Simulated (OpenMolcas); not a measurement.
Ni4+ (d6) among equal point charges was computed by CASSCF with the d shell active (OpenMolcas, ANO-RCC-VDZP on the metal). Its lowest spin-free states, and all those of the highest spin:

```
2S+1  Degeneracy  E (cm-1)
   5           2       0.0
   5           1      1131
   5           1      1349
   5           1      3404
   3           2     28841
   3           1     29319
   3           1     29641
   3           2     29653
   3           1     30337
   3           1     30563
   3           2     30563
   3           1     30786
```

Problem. Is the site octahedral, tetrahedral or cube-like, axial, or of lower symmetry?

Solution. The states with 2S+1 = 5 have orbital degeneracies 2, 1, 1, 1. There are pairs but no triples, so the site is axial: not cubic, but with a proper or improper axis of order three or more. The run had Ni4+ among 6 point charges of -2 e arranged as a tetragonal octahedron (D4h), 2.05 Å from the ion, with the axial distance 2.255 Å.

An orbital doublet at a regular site is open to a Jahn-Teller distortion, which this geometry leaves out. Without dynamic correlation the repulsion within the d shell is too large (B by tens of per cent), so at a given field states of lower spin stand too high. Point charges give a weaker field than real ligands, and real ions of this kind are often low spin; the high spin found here belongs to the model. The ground term spreads over less than 5000 cm-1, several times less than with real ligands, so orbital moments are less quenched and χT lies further from the spin-only value than at real sites. Point charges carry no covalency, so the field is a model and not that of real ligands. No measured value stands beside these numbers.
